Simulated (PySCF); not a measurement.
Ga(Me)2(NH2) (C2H8GaN), SMILES [CH3][Ga]([CH3])[NH2]. Atoms are numbered in the order given.

```xyz
12

Ga     0.0000     0.0000    -0.0062
C      1.7628     0.0000    -0.9007
H      1.8682     0.8875    -1.5468
H      1.8682    -0.8875    -1.5468
H      2.5910     0.0000    -0.1750
C     -1.7628     0.0000    -0.9007
H     -1.8682     0.8875    -1.5468
H     -2.5910     0.0000    -0.1750
H     -1.8682    -0.8875    -1.5468
N      0.0000     0.0000     1.8206
H     -0.8374     0.0000     2.3968
H      0.8374     0.0000     2.3968
```

Geometry: TPSSh-D3(BJ)/def2-SVP. The isomer is the one that the SMILES or the coordinates give; other isomers of the formula were not compared. The values are those of a single conformer.

Calculation: PySCF with ωB97X/def2-TZVP.

Symmetry labels are those of the subgroup C2v that the program uses (full group C2v).

Computed valence orbital energies around the gap with their symmetry:
```
orbital  symmetry  energy (eV)
-------  --------  -----------
HOMO−7         A1       -14.75
HOMO−6         A1       -13.59
HOMO−5         B2       -13.54
HOMO−4         B1       -13.32
HOMO−3         A2       -13.27
HOMO−2         A1       -11.16
HOMO−1         B1        -9.93
HOMO           B2        -9.48
LUMO           B2         2.04
LUMO+1         A1         2.42
LUMO+2         A1         3.53
LUMO+3         B1         3.75
```
